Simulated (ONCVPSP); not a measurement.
**selenium, ONCV: configuration errors across variants**

Se (Z = 34), optimised norm-conserving Vanderbilt (ONCV), made with ONCVPSP 4.0.1 (PBE, scalar-relativistic). Core [Ne] 3s2, reference 3p6 3d10 4s2 4p2.5 (charge +1.5). Waves: 4s: rc 1.40 bohr, ncon 5, nbas 10, qcut 4.1 1/bohr, 1 projector; 3p+4p: rc 0.90 bohr, ncon 4, nbas 8, qcut 16.4 1/bohr, 2 projectors; 3d: rc 0.90 bohr, ncon 3, nbas 8, qcut 14.8 1/bohr, local; f scattering state at 0.1 Ha: rc 1.30 bohr, ncon 3, nbas 7, qcut 8.5 1/bohr, 2 projectors, debl 2 Ha. Local part: the d channel. Core correction: Teter function, fcfact 4.75, rcfact 1.6.

All-electron excitation energies from the reference (eV): (1) 3p6 3d10 4s2 4p4 -19.762; (2) 3p6 3d10 4s2 4p3 -8.917; (3) 3p6 3d10 4s2 4p2 11.432; (4) 3p6 3d9 4s2 4p4 44.329.

3 further variants failed, have other tests or another functional or relativity, and are left out.

A true bound ghost makes a file unfit for plane-wave use even where its test errors are small: the radial tests pick states by their node count and pass the ghost by.

Errors AE − PS in meV (a dash: test not solved or not reliable):

| change | (1) | (2) | (3) | (4) | bound ghosts | GHOST(+) flags above zero |
| --- | --- | --- | --- | --- | --- | --- |
| base | +2.4 | +0.9 | -0.7 | +58 | s | f |
| f: nbas 8 | +2.4 | +0.9 | -0.7 | +58 | s | f |
| f: qcut 10.8 | +2.4 | +0.9 | -0.7 | +58 | s | f |
| core correction Teter function, fcfact 4.75, rcfact 2.08 | +2.4 | +0.9 | -0.7 | +39 | s | f |
| p: rc 1.3 | +3.6 | +1.4 | -1.3 | +58 | s | f |
| core correction Teter function, fcfact 4.7, rcfact 1.6 | +2.4 | +0.9 | -0.7 | +58 | s | f |
| d: rc 0.86 | +2.8 | +1.1 | -0.8 | +41 | s | f |
| p: qcut 18.9 | +2.4 | +0.9 | -0.7 | +58 | s | f |
| core correction none | +2.5 | +0.9 | -0.7 | +58 | s | f |

Q: Give the same row for: d: nproj 1; local potential polynomial inside 0.60 bohr (lpopt 5, dvloc0 1 Ha).

A: +2.2, +0.9, -0.9, +104; bound ghosts: s; GHOST(+) flags above zero: f.
